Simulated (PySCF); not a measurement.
# What an electron can do to HBr

CCSD(T) extrapolated to the basis-set limit (PySCF; HBr CCSD(T)/CBS(TQ)+CV, HBr⁺ CCSD(T)/CBS(TQ)+CV; CV core-valence, SR scalar-relativistic term); no spin–orbit coupling.

```
species  state (unpaired electrons)  Re (Å)  ωe (cm⁻¹)  energy of the minimum from the neutral (eV)  De (eV)  dissociates to
    HBr      singlet (closed shell)   1.414       2657                                         0.00     4.06          H + Br
   HBr⁺               doublet (π ↑)   1.447       2446                                        11.85     4.08         H + Br⁺
```

Task: Work out the lowest energy to break HBr into atoms, from its vibrational ground state.

Result: D0 = De − ωe/2 = 4.06 − 0.16 = 3.90 eV (composite CCSD(T)).

Task: Work out the ionisation energy of the Br atom at this level and the threshold of dissociative ionisation.

Result: IE(Br) = 11.85 + 4.08 − 4.06 = 11.87 eV, so H + Br⁺ + e⁻ appears at D0 + IE(Br) = 15.77 eV (composite CCSD(T)). The measured IE(Br) is 11.814 eV (NIST ASD).

These are thermodynamic thresholds; the onsets seen under electron impact lie higher where the geometry changes, and cross-sections peak well above them.

For an ion De counts to the pair picked by the measured ionisation energies or electron affinities, which need not be the lowest pair at this level. Where the molecule has an RHF reference, its open-shell atoms are computed with UHF. States were picked by a PBE0 search and need not be the measured ground states.
